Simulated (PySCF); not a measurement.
SiOF2, SMILES O=[Si](F)F. Geometry: PBE-D3(BJ)/def2-TZVP.

Computed equilibrium geometry at PBE-D3(BJ)/def2-TZVP (PySCF confirms it by a frequency run) as bond lengths and angles, and its point group:
point group C2v.
Atoms: Si1 O2 F3 F4. Bonds (Å): Si1–O2 1.520, Si1–F3 1.586, Si1–F4 1.586. Angles (°): O2–Si1–F3 127.7, O2–Si1–F4 127.7, F3–Si1–F4 104.6.
Charge 0, spin multiplicity 1.
